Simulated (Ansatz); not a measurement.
A made-up structure of SiBrO2 (charge -1), singlet:

O1  (1.045, 0.858, 0.973)
Si2  (0.218, -0.145, 0.160)
O3  (0.152, -1.655, -0.097)
Br4  (0.207, -3.477, 0.274)
(Å)

It is relaxed with PBE-D4/def2-SVPD and then PBE0-D4/def2-TZVPD (Ansatz 0.2.0). Atoms count as bonded within 1.22 times the sum of their covalent radii (H–H: 0.88 Å). The end point is not checked to be a true minimum.

**Question.** Does its bonding change? (Judge from chemistry; the calculation decides.)

**Answer.** The calculation gives: Yes. Formed: Si2–Br4; broken: O3–Br4.

Where it ends: The first stage lowers the energy by 3.58 eV in 20 steps. It ends as SiBrO₂ ([O][Si]([O])[Br]), total charge -1:
| atom | x (Å) | y (Å) | z (Å) |
| --- | --- | --- | --- |
| O1 | 1.1140 | 0.0997 | 1.2325 |
| Si2 | 0.3661 | -0.8104 | 0.2511 |
| O3 | -0.5187 | -0.6931 | -0.9954 |
| Br4 | 0.6604 | -3.0167 | 0.8206 |

Labels in which every atom is bracketed show which atoms are joined, not bond orders.

For scale, one of the runs: PBE0-D4/def2-TZVPD relaxation, 180 basis functions, launched by `ansatz run in.yaml --threads 2 --pin off --events-out ev --progress --plain --max-ram 4352MiB`. Hardware: 2 CPU threads of an Arm Neoverse V2, shared host. Wall time about 40 s.
